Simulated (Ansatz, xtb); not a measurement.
Two isomers of FH4NSiSn

Structure X: `[F][Sn][NH][SiH3]`, a singlet. Structure Y: `F[SiH2][NH][SnH]`, a singlet. Both are isolated molecules in the gas phase, relaxed with B3LYP-D3(BJ)/def2-SVP; the shapes shown needn't be the lowest conformers.

X (Å):

```yaml
atoms:
  - { symbol: F, position_ang: [-1.5935, -1.3134, 2.0315] }
  - { symbol: N, position_ang: [-0.4719, 0.7413, 0.4915] }
  - { symbol: Si, position_ang: [0.0291, 1.2371, 2.1062] }
  - { symbol: Sn, position_ang: [-1.5796, -0.9373, 0.0851] }
  - { symbol: H, position_ang: [-0.1779, 1.3475, -0.2730] }
  - { symbol: H, position_ang: [0.9030, 0.2264, 2.7638] }
  - { symbol: H, position_ang: [-1.1298, 1.5213, 2.9974] }
  - { symbol: H, position_ang: [0.8146, 2.4999, 1.9450] }
```

Y (Å):

```xyz
8

F    -1.8988   -0.0876    1.9087
N     0.0846    1.5507    2.9574
Si   -0.2873    0.0932    2.1074
Sn    0.3412    3.4840    2.2379
H     0.3096    0.1392    0.7528
H     0.1634   -1.0885    2.8930
H     0.0651    1.4809    3.9750
H     0.2190    2.8992    0.5475
```

Problem. Estimate which is lower in electronic energy at CCSD(T)/def2-SVP + ΔMP2/def2-TZVPP, and by roughly how much.

Solution. The CCSD(T)/def2-SVP + ΔMP2/def2-TZVPP calculation puts structure Y lower, by 8.8 kcal/mol.

The same difference at several levels:

```
                             level               geometry  E(Y) − E(X) (kcal/mol)  departure from the last row (kcal/mol)  job, with rough time for the two
             B3LYP-D3(BJ)/def2-SVP  B3LYP-D3(BJ)/def2-SVP                      −5.9                                    +2.9             optimisation, 2.4 min
                       HF/def2-SVP  B3LYP-D3(BJ)/def2-SVP                      −9.2                                    −0.4           part of the CCSD(T) run
                      MP2/def2-SVP  B3LYP-D3(BJ)/def2-SVP                      −6.2                                    +2.5           part of the CCSD(T) run
                  CCSD(T)/def2-SVP  B3LYP-D3(BJ)/def2-SVP                      −6.8                                    +1.9                      single point
CCSD(T)/def2-SVP + ΔMP2/def2-TZVPP  B3LYP-D3(BJ)/def2-SVP                      −8.8                                                        single point, 35 s
```

As drawn, Y has 1 F–Si, 1 Sn–H in place of 1 F–Sn, 1 Si–H.

None of the levels shown reverses the order. The largest departure from CCSD(T)/def2-SVP + ΔMP2/def2-TZVPP is that of B3LYP-D3(BJ)/def2-SVP, 2.9 kcal/mol. Levels run at GFN2-xTB geometries aren't shown. The last row adds to CCSD(T) the change of the MP2 difference between the two basis sets, here −1.9 kcal/mol.

With harmonic frequencies from B3LYP-D3(BJ)/def2-SVP (ideal gas, rigid rotor, one conformer each, 298.15 K, 1 atm): on the last row, ΔE + ΔZPE = −9.0 kcal/mol. A mode under 50 cm⁻¹ makes harmonic enthalpies and free energies unreliable, so none is given.

The correlated steps freeze 11 core orbitals; the filled d shell of Sn is correlated, in a basis made for valence electrons. Atoms past krypton carry core potentials in the def2 sets and no spin–orbit term is included. Codes used: Ansatz 0.2.0; the last row on 1 thread of Intel(R) Xeon(R) 6975P-C (Granite Rapids) on a shared host.
